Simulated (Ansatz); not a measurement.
Isolated molecules relaxed with PBE0-D4/def2-TZVP in Ansatz; ΔE leaves out vibrations. CCSD(T)/CBS is the MP2 limit (def2-TZVPP, def2-QZVPP) plus CCSD(T) − MP2 in def2-TZVPP, frozen cores. This one scheme is used for every species. DFT in def2-TZVPP. B3LYP here is the variant with VWN-RPA as its local correlation; programs differ in this. One conformer a species, not always the lowest.

Reaction (formal hydrolysis of the Al–Cl bond): `[SiH3][O][Al]([SH])[Cl]` + H₂O → `[OH][Al]([SH])[O][SiH3]` + HCl

`[SiH3][O][Al]([SH])[Cl]`:

Z-matrix (Å, degrees):
```
Si
O 1 1.629
H 1 1.486 2 109.9
H 1 1.486 2 110.2 3 120.4
H 1 1.486 2 109.3 3 -119.7
Al 2 1.668 1 165.9 3 -68.9
Cl 6 2.081 2 120.6 1 -0.8
S 6 2.161 2 120.9 1 179.1
H 8 1.345 6 92.0 2 0.1
```

H₂O:

Z-matrix (Å, degrees):
```
O
H 1 0.960
H 1 0.960 2 105.1
```

`[OH][Al]([SH])[O][SiH3]`:

Z-matrix (Å, degrees):
```
Si
O 1 1.625
H 1 1.487 2 110.1
H 1 1.487 2 110.5 3 -120.5
H 1 1.487 2 109.5 3 119.7
Al 2 1.672 1 167.1 3 74.4
S 6 2.173 2 119.7 1 179.2
O 6 1.685 2 119.2 1 -0.9
H 7 1.344 6 92.2 2 -0.1
H 8 0.955 6 124.3 2 -180.0
```

HCl:

Z-matrix (Å, degrees):
```
Cl
H 1 1.279
```

| level | ΔE (eV) |
| --- | --- |
| r2SCAN-D4 | 0.28 |
| B3LYP-D4 | 0.26 |
| PBE0 | 0.32 |
| MP2/def2-QZVPP | 0.31 |

Question: What does CCSD(T)/CBS give? (An estimate is asked.)

Answer: Ansatz gave: +0.31 eV. The listed levels differ from it by -0.03, -0.05, 0.01, 0.00 eV.

Largest T1 diagnostic among the species: 0.012.

Leaving LDA and LC-ωPBE aside and taking each functional with its dispersion term where it has one, the values, not all of them listed here, spread over 0.11 eV, from CAM-B3LYP-D4 to HSE06-D4. LDA lies −0.05 eV from PBE without D4. At CCSD(T), def2-SVP lies −0.04 eV from the extrapolated value and def2-TZVPP −0.05 eV. From BLYP to BHLYP (50 % exact exchange), in def2-TZVPP and without D4, ΔE moves by +0.05 eV.
